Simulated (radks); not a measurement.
Ge5+, configuration [Ar] 3d7 4s2 (not the ground configuration).

All-electron calculation, Dirac Kohn-Sham, BLYP, spin-unpolarised, spherical densities, point nucleus; open shells fill j = l - 1/2 first. Program: a radial shooting solver on a logarithmic mesh with Libxc functionals.

Energy parts (hartree):
part                       energy
total                 -2089.01995
kinetic                2134.01920
electron-nucleus      -4942.02411
Hartree                 795.43739
exchange-correlation    -76.45243

Orbitals (lengths in bohr, moments of r in powers of bohr; r(90%) holds 90 % of the orbital's charge):
orbital,occ.,eigenvalue (hartree),<r^2>,r(90%),small-component weight
1s1/2,2,-406.7363,0.002973,0.0840,1.34e-02
2s1/2,2,-54.43934,0.05195,0.325,2.59e-03
2p1/2,2,-48.87221,0.04032,0.297,2.58e-03
2p3/2,4,-47.70069,0.04180,0.302,2.53e-03
3s1/2,2,-9.85452,0.4243,0.903,6.31e-04
3p1/2,2,-8.00308,0.4421,0.937,5.87e-04
3p3/2,4,-7.83238,0.4552,0.950,5.74e-04
3d3/2,4,-4.67987,0.4985,1.04,4.73e-04
3d5/2,3,-4.65335,0.5033,1.05,4.69e-04
4s1/2,2,-2.78445,2.767,2.26,1.40e-04

The highest occupied level is 4s1/2 at -75.769 eV. The density falls to 0.001 e/bohr^3 at r = 2.88 bohr. Summed over all electrons, <r^2> = 12.95 bohr^2, which gives a Langevin (diamagnetic) susceptibility term of -10.3 x 10^-6 cm^3/mol.
